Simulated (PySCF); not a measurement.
Estimate the missing entries of this data sheet.

Compound: C6H6FN.
Numbering: `[NH2:1][c:2]1[cH:3][cH:4][cH:5][cH:6][c:7]1[F:8]` (hydrogens: H9, H10 on N1; H11 on C3; H12 on C4; H13 on C5; H14 on C6)

Structure used (PBE0-D3(BJ)/def2-SVP), in Å, numbered top down from 1:
```
atom  x, y, z in Å
N1    -1.904    0.670    1.107
C2    -0.762    0.237    0.471
C3    -0.044   -0.902    0.864
C4     1.135   -1.267    0.217
C5     1.633   -0.507   -0.839
C6     0.932    0.629   -1.250
C7    -0.236    0.980   -0.599
F8    -0.927    2.064   -0.990
H9    -2.473    1.324    0.586
H10   -2.433   -0.029    1.610
H11   -0.424   -1.502    1.695
H12    1.670   -2.160    0.549
H13    2.556   -0.793   -1.345
H14    1.277    1.254   -2.076
```

```tsv
property	level	value
rotational constants A, B, C	PBE0-D3(BJ)/def2-SVP	?
dipole moment	PBE0/pcSseg-1	1.73 D
HOMO energy	PBE0/pcSseg-1	-6.04 eV
LUMO energy	PBE0/pcSseg-1	-0.12 eV
13C chemical shifts (computed TMS as zero) by class	GIAO PBE0/pcSseg-1	156.9 (C7), 140.1 (C2), 129.7 (C4), 121.2 (C5), 120.2 (C6), 118.2 (C3) ppm
1H chemical shifts (computed TMS as zero) by class	GIAO PBE0/pcSseg-1	?
isotropic shieldings of nuclei other than C and H, by class	GIAO PBE0/pcSseg-1	202 (N1), 325 (F8) ppm
largest of the computed one-bond spin–spin couplings (means over like bonds)	B3LYP/pcJ-1, spin–dipole term left out for some pairs	?
```

The electronic properties come from PySCF, for the isolated species, density fitting. NMR classes are plain means over equivalent atoms (diastereotopic ones count apart unless rotation or inversion swaps them), as if these changed places fast; in this geometry the members of some classes differ.

Problem. Give the largest of the computed one-bond spin–spin couplings (means over like bonds).

Solution. 19F–13C -299.4 (F8–C7), 13C–1H +171.4 (C5–H13), 13C–1H +167.2 (C6–H14), 13C–1H +166.7 (C4–H12), 13C–1H +163.6 (C3–H11), 15N–1H -86.9 (N1–H9 and 1 like it), 13C–13C +81.5 (C6–C7), 13C–13C +76.8 (C2–C7) Hz.

Problem. What are the 1H chemical shifts (computed TMS as zero) by class?

Solution. 7.05 (H14), 7.02 (H12), 6.67 (H13), 6.67 (H11), 3.20 (H9/H10) ppm.

Problem. The rotational constants A, B, C?

Solution. 3.331, 2.220, 1.333 GHz.

The dipole matches unit charges of opposite sign 0.36 Å apart (1 e·Å = 4.8032 D). With B = h/(8π²I), that is 505.379 GHz u Å² over I, the principal moments of inertia are 151.7, 227.7 and 379.0 u Å² (most abundant isotopes). The rotational constants make it an asymmetric top with κ = (2B − A − C)/(A − C) = -0.11, nearer the prolate limit (−1).

For the NMR shielding job (PBE0/pcSseg-1), on Intel Xeon at 2.30 GHz, one thread, no GPU (shared host), this took 22 s wall (with the writing of density and orbital grids) and 1.0 GiB of memory at its peak.
